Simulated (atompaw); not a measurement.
Cutoff test, As (Z = 33), PAW (atompaw)

- Element: arsenic (As)
- Generator: atompaw 4.2.0.5
- Type: PAW
- Functional: PBE
- Relativity: scalar-relativistic
- Frozen core: [Ar] 3d10
- Valence charge: 5
- Reference configuration: 4s2 4p3
- Partial waves: 4s (bound): rc 1.70 bohr; 4s channel at 0.95 Ry: rc 1.70 bohr; 4p (bound): rc 1.70 bohr; 4p channel at 2.2 Ry: rc 1.70 bohr; 4d channel at 0.5 Ry: rc 1.50 bohr; 4d channel at 1.75 Ry: rc 1.70 bohr
- Local potential: troulliermartins scheme with l = 3 at 0.5 Ry, radius 1.35 bohr
- Core correction: smooth core density matched at 1.38 bohr
- Augmentation charge: besselshape compensation charge, radius 1.25 bohr; PAW radius 1.70 bohr; waves and projectors: custom polynom vanderbiltortho

The pseudo-atom Hamiltonian at the reference potential is diagonalised in spherical Bessel functions j_l(qr) that vanish at 20 bohr, with q² up to the cutoff. All-electron valence levels (Ry): 4s -1.0653, 4p -0.3818.

Task: How do the lowest levels (Ry) of each channel move with the cutoff, and are there ghosts?

Result:

```json
{"cutoff (Ry)": "8", "s #1": "-1.0664", "s #2": "-0.0348", "s #3": "0.0676", "p #1": "-0.3787", "p #2": "0.0259", "p #3": "0.1187", "d #1": "0.0605", "f #1": "0.1125", "f #2": "0.2382", "Σ f·Δε (mRy)": "11.6"}
{"cutoff (Ry)": "12", "s #1": "-1.0687", "s #2": "-0.0349", "s #3": "0.0676", "p #1": "-0.3791", "p #2": "0.0259", "p #3": "0.1187", "d #1": "0.0605", "f #1": "0.1125", "f #2": "0.2382", "Σ f·Δε (mRy)": "14.9"}
{"cutoff (Ry)": "18", "s #1": "-5.4943", "s #2": "-1.0643", "s #3": "-0.0346", "p #1": "-0.3808", "p #2": "0.0258", "p #3": "0.1185", "d #1": "0.0605", "f #1": "0.1125", "f #2": "0.2382", "Σ f·Δε (mRy)": "4.9"}
{"cutoff (Ry)": "21", "s #1": "-13.4343", "s #2": "-1.0649", "s #3": "-0.0347", "p #1": "-0.3813", "p #2": "0.0258", "p #3": "0.1185", "d #1": "0.0605", "f #1": "0.1125", "f #2": "0.2382", "Σ f·Δε (mRy)": "2.3"}
{"cutoff (Ry)": "30", "s #1": "-26.9520", "s #2": "-1.0651", "s #3": "-0.0347", "p #1": "-0.3818", "p #2": "0.0257", "p #3": "0.1184", "d #1": "0.0605", "f #1": "0.1125", "f #2": "0.2382", "Σ f·Δε (mRy)": "0.6"}
{"cutoff (Ry)": "40", "s #1": "-30.9558", "s #2": "-1.0653", "s #3": "-0.0347", "p #1": "-2.1910", "p #2": "-0.3817", "p #3": "0.0257", "d #1": "-0.3761", "f #1": "0.1125", "f #2": "0.2382", "Σ f·Δε (mRy)": "0.3"}
{"cutoff (Ry)": "400", "s #1": "-31.4622", "s #2": "-1.0653", "s #3": "-0.0347", "p #1": "-4.0529", "p #2": "-0.3818", "p #3": "0.0257", "d #1": "-1.8796", "f #1": "0.1125", "f #2": "0.2382", "Σ f·Δε (mRy)": "0.0"}
```

Result: ghost states, extra bound levels that the all-electron valence spectrum of the same l lacks: s at -428.1 eV, p at -55.1 eV, d at -25.6 eV (a true bound ghost makes a file unfit for plane-wave use); 10 mRy is reached at 18 Ry and 1 mRy at 30 Ry.
